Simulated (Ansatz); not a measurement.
The first iterations of a band of Cl2FHHfO + H2 (8 atoms, charge 0, multiplicity 1).

Level of theory: Ansatz, RKS PBE0-D4/def2-SVP.

| Quantity | Value |
| --- | --- |
| movable images | 9 |
| climbing image | yes |
| spring | 5.0 eV/Å² |
| optimiser | quadratic models (default) |
| start path | through a guess of the saddle point |
| force threshold | 0.05 eV/Å |
| iteration limit | 28 |
| end points | relaxed |

First end point:

```xyz
8
Properties=species:S:1:pos:R:3
Hf -0.258 0.830 -0.279
F 0.978 0.275 -1.617
Cl -2.341 -0.225 -0.581
Cl -0.537 3.156 -0.455
O 0.432 0.440 1.439
H 0.763 -2.249 -0.622
H 0.177 -2.472 -0.191
H 0.787 0.244 2.305
```

Last end point:

```xyz
8
Properties=species:S:1:pos:R:3
Hf -0.261 0.837 -0.277
F 1.031 0.435 -1.616
Cl -0.733 3.136 -0.381
Cl -2.249 -0.372 -0.647
O 0.443 0.439 1.434
H 0.862 -2.298 -0.491
H 0.128 -2.416 -0.330
H 0.780 0.239 2.306
```

| iteration | highest image above the first end (eV) | largest band force component (eV/Å) |
| --- | --- | --- |
| 1 | 42.569 | 78.353 |
| 2 | 31.617 | 64.994 |
| 3 | 14.319 | 30.608 |
| 4 | 6.810 | 15.226 |
| 5 | 3.384 | 6.694 |
| 6 | 2.267 | 2.905 |
| 7 | 2.323 | 3.692 |
| 8 | 2.243 | 1.026 |
| 9 | 2.057 | 3.995 |

Q: Does the band converge within its limit, and where does its top end?

A: The run ended unconverged. It ended after 28 iterations with the highest image 1.773 eV above the first end. The band didn't meet its force threshold, so its energies are provisional: the largest band force was still 0.34 eV/Å, and over the last iterations the top stayed at 1.77 eV. Neighbouring images lie up to 1.7 Å apart, so the band is torn or far too coarse.

Time of the run: 18 min on 2 threads of AMD EPYC 7R13 Processor (Zen 3), with other jobs on the host, peak memory 0.32 GiB.
